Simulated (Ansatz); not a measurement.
`[NH]=[Ta]([NH2])([NH2])[NH2]`, relaxed with RKS PBE0-D4/def2-TZVP in the Gaussian-basis code of Ansatz from a PBE-D4/def2-SVP geometry. The force threshold is 0.005 eV/Å; the program also tests the step.

The species carries charge 0 and has multiplicity 1. Ta takes the def2 core potential.

Start:

```xyz
12

N    -1.478   -0.275    1.296
Ta   -0.146   -0.028    0.113
N     1.558    0.791    0.839
N    -0.852    1.246   -1.262
N     0.338   -1.857   -0.546
H    -2.015   -0.310    2.165
H     1.691    1.803    0.949
H     2.170    0.319    1.515
H    -0.371    1.428   -2.151
H    -1.796    1.641   -1.307
H     1.049   -2.027   -1.268
H    -0.150   -2.733   -0.342
```

Q: How much energy does the relaxation release, and in how many steps? (An estimate is asked.)

A: Ansatz gave: 8.83 kJ/mol, in 18 steps, 2 of them rejected.

Q: Which bonds change most? (Estimate.)

A: Ansatz gave: Ta2–N3 from 2.025 to 1.998 Å; N1–Ta2 from 1.798 to 1.772 Å; N3–H8 from 1.027 to 1.008 Å; N4–H9 from 1.027 to 1.010 Å.

Q: Give the relaxed structure. (Best estimate.)

A: Computed: 
```xyz
12

N    -1.337   -0.287    1.398
Ta   -0.126   -0.027    0.131
N     1.512    0.768    0.957
N    -0.879    1.221   -1.236
N     0.314   -1.785   -0.710
H    -2.023   -0.435    2.118
H     2.162    1.363    0.463
H     1.706    0.802    1.945
H    -0.601    1.231   -2.207
H    -1.707    1.783   -1.116
H     1.199   -2.000   -1.146
H    -0.221   -2.633   -0.596
```
